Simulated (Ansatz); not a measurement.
**Nudged elastic band run: CH₇AlBNSi**

The input (input.yaml):

```yaml
crystal:
  periodic: [false, false, false]
  atoms:
    - { symbol: B, position_ang: [-2.12297, 0.992783, 0.839629] }
    - { symbol: C, position_ang: [-1.406759, 1.652577, -0.371922] }
    - { symbol: "N", position_ang: [-0.695827, 0.659399, -0.741913] }
    - { symbol: Al, position_ang: [0.180507, -0.887799, -0.978072] }
    - { symbol: Si, position_ang: [2.322458, -1.101242, 0.196524] }
    - { symbol: H, position_ang: [-3.127276, 0.374023, 0.660558] }
    - { symbol: H, position_ang: [-1.590401, 1.007234, 1.907865] }
    - { symbol: H, position_ang: [-1.396829, 2.627878, -0.86946] }
    - { symbol: H, position_ang: [-0.5195, -1.91785, -1.97753] }
    - { symbol: H, position_ang: [2.510822, -2.487585, 0.75616] }
    - { symbol: H, position_ang: [2.437049, -0.129636, 1.340183] }
    - { symbol: H, position_ang: [3.485627, -0.844882, -0.728121] }
basis:
  gaussian: { orbitals: "6-31G" }
hamiltonian:
  xc: b3lyp
  dispersion: d4
neb:
  order_check: false
  images: 3
  f_tol: 0.03
  max_iterations: 60
  initial_path: idpp
  climbing: true
  final_atoms:
    - { symbol: B, position_ang: [-2.23119916, 0.74664798, 0.83884524] }
    - { symbol: C, position_ang: [-1.44347119, 1.65491189, -0.14649495] }
    - { symbol: "N", position_ang: [-0.66325746, 0.77507773, -0.64193459] }
    - { symbol: Al, position_ang: [0.29972766, -0.66062775, -1.11746703] }
    - { symbol: Si, position_ang: [2.35170359, -1.05919983, 0.16585928] }
    - { symbol: H, position_ang: [-3.19229463, 0.15508677, 0.44996372] }
    - { symbol: H, position_ang: [-1.79092093, 0.55570668, 1.93149345] }
    - { symbol: H, position_ang: [-1.43584868, 2.71000514, -0.43906601] }
    - { symbol: H, position_ang: [-0.2784362, -1.47829292, -2.36121607] }
    - { symbol: H, position_ang: [2.30747973, -0.39226077, 1.51464815] }
    - { symbol: H, position_ang: [3.56707239, -0.53198649, -0.5542114] }
    - { symbol: H, position_ang: [2.58634588, -2.53016844, 0.39348122] }
```

Launched with:

```bash
$ ansatz run input.yaml --threads 1 --pin off --max-ram 2048MiB --backend cpu --events-out ev --progress --plain --runs-dir out
```

Output, in part (warnings, iteration lines, the closing report on the highest movable image, with atoms numbered from 0):

```
NEB end point (image 0): max|allowed force component| = 8.868e-3 eV/Å (the criterion of neb.relax_end_points is 1.000e-2)
NEB end point (image 4): max|allowed force component| = 1.763e-2 eV/Å (the criterion of neb.relax_end_points is 1.000e-2)
NEB iter   1: max|band force component| = 3.248e-1 eV/Å  barrier→ = 0.0184 eV  barrier← = 0.0183 eV  CI = image 2  Δτ_max = 0.0878 Å  (125 SCF iters)
NEB iter   2: max|band force component| = 1.527e-1 eV/Å  barrier→ = 0.0117 eV  barrier← = 0.0115 eV  CI = image 2  Δτ_max = 0.0468 Å  (78 SCF iters)
NEB iter   3: max|band force component| = 2.865e-1 eV/Å  barrier→ = 0.0093 eV  barrier← = 0.0092 eV  CI = image 2  Δτ_max = 0.0235 Å  (76 SCF iters)
NEB iter   4: max|band force component| = 1.152e-1 eV/Å  barrier→ = 0.0032 eV  barrier← = 0.0030 eV  CI = image 2  Δτ_max = 0.0144 Å  (78 SCF iters)
NEB iter   5: max|band force component| = 1.495e-2 eV/Å  barrier→ = 0.0022 eV  barrier← = 0.0020 eV  CI = image 2  Δτ_max = 0.0000 Å  (142 SCF iters)
Total energy: -17789.61847843 eV, -653.7564208458 hartree
Atom 0 at    -2.311441     0.092044     0.965373 Å, force    -0.001387    -0.008347     0.010579 eV/Å
Atom 1 at    -1.766590     1.322535     0.188724 Å, force     0.011439     0.006753    -0.011916 eV/Å
Atom 2 at    -0.833769     0.744440    -0.463122 Å, force    -0.005266    -0.010974     0.002273 eV/Å
Atom 3 at     0.382049    -0.344631    -1.207322 Å, force     0.008549     0.007593    -0.005127 eV/Å
Atom 4 at     2.533495    -0.566105    -0.049770 Å, force     0.014626     0.002533    -0.007684 eV/Å
Atom 5 at    -3.141640    -0.599432     0.458427 Å, force     0.004693     0.003879     0.000472 eV/Å
Atom 6 at    -1.802943    -0.215517     2.000761 Å, force    -0.002445     0.003622    -0.005772 eV/Å
Atom 7 at    -1.993490     2.390897     0.108172 Å, force     0.000001    -0.005204     0.005040 eV/Å
Atom 8 at    -0.064639    -1.012721    -2.587461 Å, force    -0.010702     0.000508     0.003705 eV/Å
Atom 9 at     2.463690    -1.547080     1.092656 Å, force    -0.007401     0.003787    -0.003843 eV/Å
Atom 10 at     3.011944     0.744526     0.518514 Å, force    -0.009180    -0.007299    -0.000986 eV/Å
Atom 11 at     3.600234    -1.064055    -0.991053 Å, force    -0.002927     0.003148     0.013259 eV/Å
Dipole moment:    -0.118218     0.215418     0.008902 e Å
```

The forces met the threshold. The top lies less than 8 meV above the higher end, about what the thresholds resolve: that end is a shoulder or a very shallow well. Another band between the same ends (7 images) ends at a top of the same energy, where a vibrational analysis finds no clearly imaginary modes. So few images can step over the top or miss a turn of the path. Limits of this set-up: no polarisation functions.

Final band (atoms are numbered from 1 in the order of the input):

```tsv
image	path coordinate (Å)	energy (eV)	dihedral N3–Al4–Si5–H10 (°)
0	0.00	0.000	140
1	1.13	0.000	112
2	2.25	0.002	82
3	3.37	0.002	52
4	4.50	0.000	22
```

Run time: 64 s on 1 thread of Arm Neoverse V2 (shared host), peak memory 0.16 GiB.
